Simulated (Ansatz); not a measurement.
```yaml
crystal:
  periodic: [false, false, false]
  atoms:
    - {symbol: C, position_ang: [1.596490, -1.791572, 0.821011]}
    - {symbol: C, position_ang: [0.833056, -0.930678, 0.442543]}
    - {symbol: Si, position_ang: [-0.309991, 0.379721, -0.068620]}
    - {symbol: Cl, position_ang: [-1.995563, -0.472227, -0.821264]}
    - {symbol: Cl, position_ang: [0.587493, 1.517658, -1.494476]}
    - {symbol: H, position_ang: [-0.669484, 1.233098, 1.074606]}
basis:
  gaussian: {orbitals: 6-31G, final_grid: {core_spheres: 1, valence_spheres: 1, degree: 1}}
magnetization: {spin_polarized: true, initial_magnetization: 1}
hamiltonian: {xc: {name: wB97M-V}}
scf: {lower_state_search: off}
output: {forces: true}
```

```sh
$ ansatz run in.yaml --threads 4 --pin off --events-out ev --progress --plain --max-ram 10444MiB
```

Shortened log:

```
Functional definition: wB97M-V
706 factors; integrals over basis functions are off by at most 1.7e-4 eV
238 factors; integrals over basis functions are off by at most 3.2e-6 eV
mean field evaluation 1: about -35000.6201 eV, gradient 1.8e1 eV
mean field evaluation 2: about -35002.7902 eV, gradient 1.1e1 eV
mean field evaluation 4: about -35003.7349 eV, gradient 1.6e0 eV
mean field evaluation 8: about -34992.4580 eV, gradient 6.3e0 eV
mean field evaluation 16: about -34992.9341 eV, gradient 3.0e-1 eV
mean field -34993.32959504 eV, -1285.9811432869 hartree, gradient 8.3e-6 eV, S^2 0.766411; 0 other end points of the search recorded, 0 dependent functions left out
reference -34993.32959699 eV, -1285.9811433588 hartree; 31, 30 occupied and 28, 29 virtual orbitals, 706 factors
Total energy: -34993.32959699 eV, -1285.9811433588 hartree
Atom 0 at     1.596490    -1.791572     0.821011 Å, force     0.866537    -0.917307     0.592536 eV/Å
Atom 1 at     0.833056    -0.930678     0.442543 Å, force    -6.676369     8.078088    -1.710946 eV/Å
Atom 2 at    -0.309991     0.379721    -0.068620 Å, force     5.019131    -6.910653    -1.171913 eV/Å
Atom 3 at    -1.995563    -0.472227    -0.821264 Å, force    -1.542829    -0.681268     1.919661 eV/Å
Atom 4 at     0.587493     1.517658    -1.494476 Å, force     1.549739     1.699195     1.114375 eV/Å
Atom 5 at    -0.669484     1.233098     1.074606 Å, force     0.783791    -1.268054    -0.743713 eV/Å
Dipole moment:    -0.062381     0.165136     0.249834 e Å
Checks for a lower state left out: stability, starts, cluster_reference, orbital_swaps, neighbouring_geometries, increment
```

In this input the integration grid is far too coarse. The calculation finished and met its thresholds. The result belongs to that input, not to the molecule as meant.
